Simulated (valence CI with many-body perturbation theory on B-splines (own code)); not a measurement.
E1 transitions of Lu XXXIX

Method: valence CI with perturbative core correlation (CI+MBPT): five valence electrons over a frozen Dirac-Fock core [Ar] 3d10, radial functions for each j: 11 s, 11 p, 10 d, 8 f, 5 g, 2 h, with the one-electron correlation potential Σ1, the two-electron term Σ2, the three-electron term Σ3, Breit, model QED; selected CI, second order for the rest, scaled by the run's own slope (own B-spline code, finite nucleus).

No measured spectrum was set against this ion. As an estimate, large intervals hold to a few tenths of a per cent, small ones and those within an open d or f shell to about a per cent. Among the levels kept, up to 2100 cm⁻¹ of a level comes from second order outside the variational space, and about a tenth of that is noise between levels of different J, which matters for small intervals.

Lines 201 to 250 of 524 in falling wavelength, among levels below 3885.0 × 10³ cm⁻¹, chosen from the strongest by gf and those to the six lowest levels. Wavelengths and rates use the calculated energies. Electric multipoles are in the length gauge with retardation, E1 and E2 with the static RPA response of the core. Weak lines are less certain than strong ones. Lines between different terms over intervals too small for the method are left out, as are lines whose strength nearly cancels. Where a level lies close to another of its J and parity, the split of strength between their lines is uncertain. The highest levels of a list are the least certain.

Levels are named by their leading jj configuration (3d3/2^4 stands for four electrons in 3d with j = 3/2), which in mixed levels can hold well under half, so a name can repeat and another be missing. Letters in brackets count levels of one name in rising energy.

| λ vac (Å) | Upper | Lower | A (s⁻¹) | S (a.u.) |
| --- | --- | --- | --- | --- |
| 70.56 | (4s^2 4p3/2^2 4d5/2) J=3/2 | (4s^2 4p3/2^3) J=3/2 | 6.05e+11 | 4.19e-01 |
| 70.55 | (4s 4p1/2 4p3/2^2 4d5/2) J=5/2 [b] | (4s^2 4p1/2 4p3/2 4d5/2) J=7/2 [a] | 1.36e+11 | 1.41e-01 |
| 70.52 | (4s 4p1/2 4p3/2^2 4d3/2) J=5/2 [f] | (4s^2 4p1/2 4p3/2 4d5/2) J=3/2 [a] | 4.13e+10 | 4.29e-02 |
| 70.50 | (4s 4p1/2 4p3/2^2 4d5/2) J=3/2 [j] | (4s 4p1/2 4p3/2^3) J=1/2 | 8.41e+11 | 5.82e-01 |
| 70.45 | (4s 4p1/2 4p3/2^2 4d5/2) J=3/2 [i] | (4s^2 4p1/2 4p3/2 4d5/2) J=5/2 [c] | 2.18e+11 | 1.51e-01 |
| 70.42 | (4s 4p1/2 4p3/2^2 4d5/2) J=1/2 [a] | (4s^2 4p1/2 4p3/2 4d3/2) J=3/2 [a] | 1.19e+11 | 4.09e-02 |
| 70.37 | (4p1/2^2 4p3/2^3) J=3/2 | (4s 4p1/2^2 4p3/2^2) J=3/2 | 4.51e+11 | 3.10e-01 |
| 70.31 | (4s^2 4p1/2 4p3/2 4d5/2) J=1/2 | (4s^2 4p1/2 4p3/2^2) J=3/2 | 2.64e+11 | 9.04e-02 |
| 70.29 | (4s 4p1/2^2 4p3/2 4d5/2) J=5/2 [b] | (4s^2 4p1/2^2 4d5/2) J=5/2 | 1.69e+11 | 1.73e-01 |
| 70.24 | (4s 4p1/2 4p3/2^2 4d5/2) J=7/2 [f] | (4s^2 4p1/2 4p3/2 4d5/2) J=7/2 [b] | 5.74e+10 | 7.85e-02 |
| 70.23 | (4s^2 4p1/2 4d5/2^2) J=1/2 | (4s^2 4p1/2 4p3/2 4d5/2) J=3/2 [b] | 1.68e+11 | 5.76e-02 |
| 70.21 | (4s^2 4p1/2 4p3/2 4f5/2) J=7/2 | (4s^2 4p1/2 4p3/2 4d5/2) J=5/2 [a] | 1.01e+11 | 1.38e-01 |
| 70.20 | (4s^2 4p1/2 4p3/2 4d5/2) J=5/2 [b] | (4s^2 4p1/2 4p3/2^2) J=3/2 | 4.90e+11 | 5.02e-01 |
| 70.20 | (4s 4p1/2 4p3/2^2 4d5/2) J=7/2 [f] | (4s^2 4p1/2 4p3/2 4d5/2) J=5/2 [b] | 6.43e+11 | 8.78e-01 |
| 70.16 | (4s 4p1/2 4p3/2^2 4d5/2) J=3/2 [c] | (4s^2 4p1/2 4p3/2 4d5/2) J=5/2 [a] | 1.67e+11 | 1.14e-01 |
| 70.14 | (4s^2 4p3/2 4d3/2 4d5/2) J=3/2 [c] | (4s^2 4p3/2^2 4d3/2) J=1/2 | 9.55e+10 | 6.51e-02 |
| 70.12 | (4s^2 4p3/2 4d3/2 4d5/2) J=3/2 [c] | (4s^2 4p3/2^2 4d3/2) J=3/2 [a] | 1.45e+11 | 9.88e-02 |
| 70.11 | (4s 4p1/2 4p3/2^2 4d5/2) J=7/2 [b] | (4s^2 4p1/2 4p3/2 4d3/2) J=5/2 [b] | 8.12e+10 | 1.11e-01 |
| 70.04 | (4s 4p1/2^2 4p3/2^2) J=3/2 | (4s^2 4p1/2^2 4p3/2) J=3/2 | 3.46e+11 | 2.35e-01 |
| 70.04 | (4s^2 4p1/2 4p3/2 4d5/2) J=5/2 [c] | (4s^2 4p1/2 4p3/2^2) J=5/2 | 5.14e+11 | 5.23e-01 |
| 70.02 | (4s 4p1/2 4p3/2^2 4d5/2) J=1/2 [d] | (4s^2 4p1/2 4p3/2 4d5/2) J=3/2 [c] | 5.40e+11 | 1.83e-01 |
| 69.97 | (4s 4p1/2^2 4p3/2 4d5/2) J=7/2 [b] | (4s 4p1/2^2 4p3/2^2) J=5/2 | 7.50e+10 | 1.01e-01 |
| 69.91 | (4s 4p1/2 4p3/2^2 4d5/2) J=5/2 [h] | (4s^2 4p1/2 4p3/2 4d5/2) J=3/2 [c] | 3.11e+11 | 3.15e-01 |
| 69.81 | (4s 4p1/2 4p3/2^3) J=3/2 | (4s^2 4p1/2 4p3/2^2) J=1/2 | 2.58e+11 | 1.73e-01 |
| 69.73 | (4s 4p1/2 4p3/2^2 4d3/2) J=5/2 [e] | (4s^2 4p1/2 4p3/2 4d3/2) J=7/2 | 1.84e+11 | 1.85e-01 |
| 69.71 | (4s 4p1/2 4p3/2^2 4d5/2) J=3/2 [j] | (4s 4p1/2 4p3/2^3) J=3/2 | 2.64e+11 | 1.77e-01 |
| 69.66 | (4s 4p1/2 4p3/2^2 4d5/2) J=7/2 [b] | (4s^2 4p1/2 4p3/2 4d5/2) J=5/2 [a] | 1.02e+11 | 1.35e-01 |
| 69.65 | (4s 4p1/2 4p3/2^2 4d5/2) J=3/2 [i] | (4s^2 4p1/2 4p3/2 4d5/2) J=3/2 [c] | 4.41e+11 | 2.94e-01 |
| 69.62 | (4s^2 4p1/2 4p3/2 4f7/2) J=9/2 [b] | (4s^2 4p1/2 4p3/2 4d5/2) J=7/2 [a] | 1.88e+11 | 3.13e-01 |
| 69.61 | (4s 4p1/2 4p3/2^2 4d5/2) J=3/2 [d] | (4s^2 4p1/2 4p3/2 4d5/2) J=5/2 [a] | 2.05e+11 | 1.36e-01 |
| 69.50 | (4p1/2 4p3/2^4) J=1/2 | (4s 4p1/2 4p3/2^3) J=1/2 | 1.91e+11 | 6.34e-02 |
| 69.48 | (4p1/2^2 4p3/2^3) J=3/2 | (4s 4p1/2^2 4p3/2^2) J=1/2 | 1.20e+11 | 7.93e-02 |
| 69.40 | (4s 4p1/2 4p3/2^2 4d5/2) J=5/2 [c] | (4s^2 4p1/2 4p3/2 4d5/2) J=5/2 [a] | 5.69e+10 | 5.63e-02 |
| 69.40 | (4s 4p1/2^2 4p3/2 4d3/2) J=1/2 [b] | (4s^2 4p1/2^2 4d3/2) J=3/2 | 3.16e+11 | 1.04e-01 |
| 69.31 | (4s 4p1/2 4p3/2^2 4d5/2) J=5/2 [b] | (4s^2 4p1/2 4p3/2 4d5/2) J=3/2 [a] | 7.24e+10 | 7.14e-02 |
| 69.14 | (4s^2 4p1/2 4p3/2 4f5/2) J=9/2 | (4s^2 4p1/2 4p3/2 4d5/2) J=7/2 [a] | 3.39e+10 | 5.53e-02 |
| 69.12 | (4s 4p1/2 4p3/2^2 4d5/2) J=7/2 [d] | (4s^2 4p1/2 4p3/2 4d5/2) J=9/2 | 2.46e+11 | 3.20e-01 |
| 69.08 | (4s 4p1/2 4p3/2^2 4d5/2) J=7/2 [b] | (4s^2 4p1/2 4p3/2 4d5/2) J=7/2 [a] | 4.13e+10 | 5.38e-02 |
| 69.04 | (4s 4p1/2 4p3/2^3) J=1/2 | (4s^2 4p1/2 4p3/2^2) J=1/2 | 7.13e+11 | 2.32e-01 |
| 69.03 | (4s^2 4p3/2^2 4d5/2) J=5/2 [b] | (4s^2 4p3/2^3) J=3/2 | 8.66e+11 | 8.43e-01 |
| 68.97 | (4s 4p1/2 4p3/2^2 4d3/2) J=3/2 [e] | (4s^2 4p1/2 4p3/2 4d3/2) J=5/2 [a] | 3.86e+11 | 2.50e-01 |
| 68.96 | (4s 4p1/2 4p3/2^2 4d3/2) J=3/2 [e] | (4s^2 4p1/2 4p3/2 4d3/2) J=3/2 [a] | 1.15e+11 | 7.44e-02 |
| 68.92 | (4s 4p1/2 4p3/2^2 4d5/2) J=9/2 [d] | (4s^2 4p1/2 4p3/2 4d5/2) J=9/2 | 4.10e+11 | 6.62e-01 |
| 68.92 | (4s 4p1/2^2 4p3/2 4f5/2) J=7/2 | (4s 4p1/2^2 4p3/2 4d3/2) J=5/2 [a] | 3.42e+10 | 4.43e-02 |
| 68.90 | (4s 4p1/2 4p3/2^2 4d3/2) J=1/2 [b] | (4s^2 4p1/2 4p3/2 4d3/2) J=3/2 [a] | 3.94e+11 | 1.27e-01 |
| 68.83 | (4s 4p1/2 4p3/2^2 4d5/2) J=5/2 [c] | (4s^2 4p1/2 4p3/2 4d5/2) J=7/2 [a] | 1.31e+11 | 1.26e-01 |
| 68.82 | (4s^2 4p1/2 4p3/2 4d5/2) J=3/2 [c] | (4s^2 4p1/2 4p3/2^2) J=3/2 | 1.40e+11 | 9.00e-02 |
| 68.82 | (4s 4p1/2 4p3/2^2 4d3/2) J=5/2 [d] | (4s^2 4p1/2 4p3/2 4d3/2) J=3/2 [a] | 2.84e+10 | 2.74e-02 |
| 68.73 | (4p1/2 4p3/2^4) J=1/2 | (4s 4p1/2 4p3/2^3) J=3/2 | 9.81e+11 | 3.14e-01 |
| 68.69 | (4s 4p1/2 4p3/2^2 4d5/2) J=5/2 [i] | (4s^2 4p1/2 4p3/2 4d5/2) J=5/2 [c] | 8.14e+10 | 7.81e-02 |
